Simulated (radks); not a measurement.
Results of a calculation; reference values are marked as such.
Pr2+, configuration [Xe] 4f3. Level of theory: Dirac Kohn-Sham, BLYP, spin-unpolarised, spherical densities, point nucleus; open shells fill j = l - 1/2 first (a radial shooting solver on a logarithmic mesh with Libxc functionals).

Radial electron density D(r) = 4 pi r^2 rho(r):

r (bohr)  D(r) (e/bohr)
0.002058          9.750
0.002396          12.33
0.002767          15.30
0.003195          18.86
0.00372           23.32
0.004296          28.25
0.004961          33.87
0.005776          40.49
0.00667           47.27
0.007703          54.31
0.008968          61.66
0.01036           68.09
0.01206           73.74
0.01392           77.47
0.01608           79.23
0.01872           78.82
0.02162           76.60
0.02497           73.41
0.02907           70.45
0.03357           69.62
0.03877           72.00
0.04514           78.42
0.05213           87.13
0.06068           96.28
0.07008           101.5
0.08094           100.9
0.09422           93.79
0.1088            84.11
0.1257            76.70
0.1463            75.82
0.169             81.30
0.1967            87.72
0.2272            86.80
0.2623            75.50
0.3054            56.36
0.3527            40.28
0.4073            33.04
0.4742            34.63
0.5477            38.32
0.6325            37.74
0.7363            31.11
0.8504            22.50
0.99              15.17
1.143             11.27
1.32              9.403
1.537             7.929
1.775             6.178
2.05              4.192
2.387             2.345
2.756             1.141
3.183            0.4686
3.706            0.1519
4.28            0.04381
4.982           0.01001
5.754          0.002213
6.645         0.0004443

D(r) has 4 maxima, at r = 0.0169, 0.0741, 0.210, 0.579 bohr, and minima at 0.0328, 0.138, 0.424 bohr, inside which lie 2.03, 11.23, 29.11 electrons.
